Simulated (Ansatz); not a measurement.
Ansatz (a first-principles code) input (RI-MP2/cc-pVTZ):
A basis named .json is the Basis Set Exchange file of that set.

Ansatz 0.2 input:
```yaml
crystal:
  periodic: [false, false, false]
  atoms:
    - {symbol: N, position_ang: [1.33529425, -1.80438257, -0.27956704]}
    - {symbol: B, position_ang: [0.15751274, -1.19096296, -0.19030863]}
    - {symbol: N, position_ang: [-1.21214463, -1.66184328, -0.28943559]}
    - {symbol: Br, position_ang: [-0.01646779, 1.00666503, 0.14626948]}
    - {symbol: H, position_ang: [2.16646765, -1.23435854, -0.22827383]}
    - {symbol: H, position_ang: [-1.31762360, -2.65463261, -0.13683684]}
    - {symbol: H, position_ang: [-1.92208217, -1.12588935, 0.18024054]}
basis:
  gaussian:
    orbitals: cc-pVTZ
    fitting: {mean_field: def2-universal-jkfit, correlation: cc-pVTZ-RIFIT.json}
total_charge: -1
magnetization: {spin_polarized: false}
correlation: {method: mp2, electrons: outside_noble_gas}
```

Output:

```
Functional definition: HF
integrals: 0.15 GiB planned
549 factors; integrals over basis functions are off by at most 8.6e-1 eV
499 factors; integrals over basis functions are off by at most 1.3e2 eV
0.39 GiB of device memory are held for the factors and their scratch space
mean field: 0.59 GiB planned
mean field evaluation 1: about -73684.2391 eV, gradient 3.4e1 eV
mean field evaluation 2: about -73686.1680 eV, gradient 2.1e1 eV
mean field evaluation 4: about -73687.0853 eV, gradient 1.1e0 eV
mean field evaluation 8: about -73687.0922 eV, gradient 1.7e-6 eV
mean field -73687.09218341 eV, -2707.9506908355 hartree, gradient 1.7e-6 eV, S^2 0.000000; 0 other end points of the search recorded, 0 dependent functions left out
17 core orbitals not correlated
reference -73687.09218341 eV, -2707.9506908355 hartree; 12, 12 occupied and 146, 146 virtual orbitals, 499 factors
second order -18.96653545 eV of doubles, -0.00000000 eV of singles
Total energy: -73706.05871887 eV, -2708.6476981573 hartree
```

It need not be the lowest isomer of its formula. Whether it binds its extra electron was not tested at this geometry.
